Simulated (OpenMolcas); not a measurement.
Multiconfigurational calculation on Bi3+

Input:

```
&GATEWAY
Coord
1

Bi 0.0 0.0 0.0
Basis=ANO-RCC-VDZ
Group=XYZ
NoMove
AngMom=0.0 0.0 0.0
AMFI
&SEWARD
&RASSCF
FileOrb=start.orb
Symmetry=1
Spin=3
nActEl=2 0 0
Inactive=20 19
Ras2=1 3
CIRoot=3 3 1
SDav=3
CIMx=300
Iter=120 100
PrWF=0.3
OrbListing=Nothing
MaxOrb=0
Atom
>>> COPY $Project.JobIph JOB001
&RASSCF
FileOrb=start.orb
Symmetry=1
Spin=1
nActEl=2 0 0
Inactive=20 19
Ras2=1 3
CIRoot=1 1 1
SDav=7
CIMx=300
Iter=120 100
PrWF=0.3
OrbListing=Nothing
MaxOrb=0
Atom
>>> COPY $Project.JobIph JOB002
&RASSCF
FileOrb=start.orb
Symmetry=2
Spin=3
nActEl=2 0 0
Inactive=20 19
Ras2=1 3
CIRoot=3 3 1
SDav=3
CIMx=300
Iter=120 100
PrWF=0.3
OrbListing=Nothing
MaxOrb=0
Atom
>>> COPY $Project.JobIph JOB003
&RASSCF
FileOrb=start.orb
Symmetry=2
Spin=1
nActEl=2 0 0
Inactive=20 19
Ras2=1 3
CIRoot=3 3 1
SDav=3
CIMx=300
Iter=120 100
PrWF=0.3
OrbListing=Nothing
MaxOrb=0
Atom
>>> COPY $Project.JobIph JOB004
&RASSI
NrOfJobIphs=3 1 3 3
1
1 2 3
1 2 3
IphNames
JOB002
JOB003
JOB004
EJob
SpinOrbit
DIPRint=1.0
SOCoupling=1000.0
Subsets=2
MEES
Property=10
'ANGMOM' 1 'ANGMOM' 2 'ANGMOM' 3 'MLTPL  1' 1 'MLTPL  1' 2 'MLTPL  1' 3
'AMFI' 1 'AMFI' 2 'AMFI' 3 'MLTPL  2' 6
SOProperty=3
'ANGMOM' 1 'ANGMOM' 2 'ANGMOM' 3
```

Launched by
```bash
OMP_NUM_THREADS=1 MOLCAS_MEM=2252 MOLCAS_PROJECT=a pymolcas a.inp > a.log  # once for each step of the input, in one work folder
```

A driver script runs the steps one by one and writes start.orb anew before each from the orbitals found so far.

Output, cut to the results:

```
--- SEWARD ---
Basis set label: BI.ANO-RCC...7S6P3D1F.

      Electronic valence basis set:
      ------------------
      Associated Effective Charge  83.000000 au
      Associated Actual Charge     83.000000 au
      Nuclear Model: Point charge

      Shell  nPrim  nBasis  Cartesian Spherical Contaminant
         s      25       7        X
         p      22       6        X
         d      16       3                 X
         f      12       1                 X
                  Relativistic Douglas-Kroll-Hess integrals:
                    - DKH order of Hamiltonian: 2
                    - DKH order of Properties : 0
                  Atomic mean-field integrals
--- RASSCF ---
Wave function specifications:
      -----------------------------

      Number of closed shell electrons          78
      Number of electrons in active shells       2
      Max number of holes in RAS1 space          0
      Max nr of electrons in RAS3 space          0
      Number of inactive orbitals               39
      Number of active orbitals                  4
      Number of secondary orbitals               4
      Spin quantum number                      1.0
      State symmetry                             1
Orbital specifications:
      -----------------------

      Symmetry species                           1   2
                                                ag  au
      Frozen orbitals                            0   0
      Inactive orbitals                         20  19
      Active orbitals                            1   3
      RAS1 orbitals                              0   0
      RAS2 orbitals                              1   3
      RAS3 orbitals                              0   0
      Secondary orbitals                         1   3
      Deleted orbitals                           0   0
      Number of basis functions                 22  25
      Number of CSFs                             3
      Number of root(s) required                 3
      Iter CI   SX   CI       RASSCF       Energy    max ROT     max BLB   max BLB  Level Ln srch  Step   QN
          iter iter root      energy       change     param      element    value   shift minimum  type update
 Nr of preliminary CI iterations:   1
 ###############################################################################
 ###############################################################################
 ###                                                                         ###
 ###                                                                         ###
 ###    WARNING: Problems in orbital optimization.                           ###
 ###                                                                         ###
 ###                                                                         ###
 ###############################################################################
 ###############################################################################
  Warning: In symmetry  1, orbital p=  21 has diagonal density matrix element D(p,p) close to zero. D(p,p)=  0.000000E+00
      Total energies have been shifted. Add               -21000.00 au
        ...
 ###############################################################################
 ###############################################################################
  Warning: In symmetry  1, orbital p=  21 has diagonal density matrix element D(p,p) close to zero. D(p,p)=  0.000000E+00
        4   1    1    0  -507.29535572   -3.27E-11   0.00E+00   15  21 1  1.15E-08   0.50   0.00    SX    NO
      Convergence after  4 iterations
        5   1    1    0  -507.29535572    3.64E-12   0.00E+00   15  21 1  1.15E-08   0.50   0.00    SX    NO
      Natural orbitals and occupation numbers for root  1
      sym 1:   0.000000
      sym 2:   1.000000   1.000000  -0.000000
      Natural orbitals and occupation numbers for root  2
      sym 1:   0.000000
      sym 2:  -0.000000   1.000000   1.000000
      Natural orbitals and occupation numbers for root  3
      sym 1:   0.000000
      sym 2:   1.000000   0.000000   1.000000
::    RASSCF root number  1 Total energy: -21507.29535573
::    RASSCF root number  2 Total energy: -21507.29535572
::    RASSCF root number  3 Total energy: -21507.29535572
--- RASSCF ---
Wave function specifications:
      -----------------------------

      Number of closed shell electrons          78
      Number of electrons in active shells       2
...
--- RASSI ---
SPIN-FREE ENERGIES:
  (Shifted by EMIN (a.u.) =     -21508.1806891152)

 SF State       Relative EMIN(au)   Rel lowest level(eV)    D:o, cm**(-1)      L_eff

     1             0.0000000000        0.0000000000              0.0000         0.0
     2             0.3841982918       10.4545681138          84321.7785         1.0
     3             0.3841982918       10.4545681138          84321.7785         1.0
     4             0.3841982943       10.4545681823          84321.7790         1.0
     5             0.5422565293       14.7555518645         119011.5519         1.0
     6             0.5422565293       14.7555518645         119011.5519         1.0
     7             0.5422565324       14.7555519482         119011.5526         1.0
     Dipole printing threshold changed to   1.00000000E+00

++ Dipole transition strengths (spin-free states):
   -----------------------------------------------
     for osc. strength at least  1.00000000E+00

  ( Max oscillator strength is only   0.92345155852721506      )
--
Eigenvalues of complex Hamiltonian:
   -----------------------------------
  (Shifted by EMIN (a.u.) =     -21508.1806891152)

 SO State       Relative EMIN(au)   Rel lowest level(eV)    D:o, cm**(-1)     J-value

     1             0.0000000000        0.0000000000              0.0000         0.0
     2             0.3095101443        8.4222000846          67929.6248         0.0
     3             0.3357780414        9.1369859782          73694.7619         0.6
     4             0.3357780424        9.1369860043          73694.7621         1.0
     5             0.3357780424        9.1369860043          73694.7621         0.7
     6             0.4215423658       11.4707521360          92517.8553         1.8
     7             0.4215423658       11.4707521360          92517.8553         1.8
     8             0.4215423673       11.4707521759          92517.8557         1.0
...
```

The J values that RASSI prints are effective ones from its own formula and need not be integers or half-integers; the table below assigns J from the states.

Levels above the lowest, from the spin-orbit matrix, grouped by J:

```
Configuration  Term  J  E (cm⁻¹)  Measured (cm⁻¹)      g  Term weight %  Second
          6s²    ¹S  0       0.0              0.0                   100        
        6s 6p   ³P°  0     67930            70968                   100        
        6s 6p   ³P°  1     73695            75926  1.476             95   5 ¹P°
        6s 6p   ³P°  2     92518            96423  1.501            100        
        6s 6p   ¹P°  1    121442           114602  1.026             95   5 ³P°
```

Against the 4 measured excited levels shown (Moore, Atomic Energy Levels, vol. III, NSRDS-NBS 35 (1971 reprint of NBS Circular 467, 1958)) the mean absolute deviation is 4000 cm-1; the largest miss in energy is 6s 6p ¹P°₁: computed 121442, measured 114602 cm⁻¹ (+6.0 %).

Some high roots are left out of the spin-orbit mixing, which shifts the levels that they would mix with. Spin-orbit splittings of 6p shells tend to come out small when the coupling is added on scalar orbitals. The basis is small and was not contracted for so high a charge. Computed and measured levels are paired by configuration, term and J; levels that our copy of the source lacks, or whose pairing is in doubt (as where it misses far off the trend of its configuration), stay unpaired and out of the deviations. Levels of configurations outside the active space are missing. The first state left out of the spin-orbit step lies near 190000 cm-1 above the lowest spin-free state of the reference (among the parities and spins computed), and the list stops at four fifths of that energy or lower.

The term weight is that of the spin-free term in the level, not the purity of its configuration. ° marks odd parity.
